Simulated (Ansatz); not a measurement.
Single points on B2(Br)4 (B2Br4).

```yaml
crystal:
  periodic: [false, false, false]
  atoms:
    - {symbol: B, position_ang: [0.459645, -0.476877, 0.520526]}
    - {symbol: Br, position_ang: [0.703596, 0.065919, 2.340147]}
    - {symbol: Br, position_ang: [1.252420, -2.095287, -0.125582]}
    - {symbol: B, position_ang: [-0.459708, 0.476980, -0.520375]}
    - {symbol: Br, position_ang: [-2.341691, 0.164979, -0.681546]}
    - {symbol: Br, position_ang: [0.385747, 1.864296, -1.533170]}
basis:
  gaussian: {orbitals: def2-TZVP, initial_orbitals: start.molden}
hamiltonian: {xc: {name: r2SCAN0}, dispersion: d4}
scf: {omitted_lower_state_checks: [starts]}
output: {orbitals: {seedname: orbitals}}
```

The file start.molden holds the orbitals of an earlier run on this structure, at another level or in another basis.

```sh
$ ansatz run in.yaml --threads 4 --pin off --events-out ev --progress --plain --max-ram 8704MiB
```

It prints (some lines left out):

```
Functional definition: r2SCAN0
1990 factors; their error is unknown
mean field evaluation 1: about -281537.4994 eV, gradient 1.2e1 eV
mean field evaluation 2: about -281537.5451 eV, gradient 8.1e-2 eV
mean field evaluation 4: about -281539.2771 eV, gradient 4.3e-4 eV
mean field -281539.27712932 eV, -10346.3776003266 hartree, gradient 8.6e-6 eV, S^2 0.000000; 0 other end points of the search recorded, 0 dependent functions left out
reference -281539.27713813 eV, -10346.3776006502 hartree; 75, 75 occupied and 179, 179 virtual orbitals, 1990 factors
Total energy: -281539.36958859 eV, -10346.3809981419 hartree
Checks for a lower state left out: starts
```

Run time 6.5 s (4 threads of Intel Xeon 6975P-C on a shared host), peak host memory 1.2 GiB.

As the first input, with `hamiltonian: {xc: r2scan, dispersion: d4}` (abridged; 3.6 s):

```
Functional definition: r2SCAN
mean field -281539.50651568 eV, -10346.3860301197 hartree, gradient 1.2e-5 eV, S^2 0.000000
Total energy: -281539.57913648 eV, -10346.3886988849 hartree
Checks for a lower state left out: starts
```

Geometry: PBE-D4/def2-SVP.
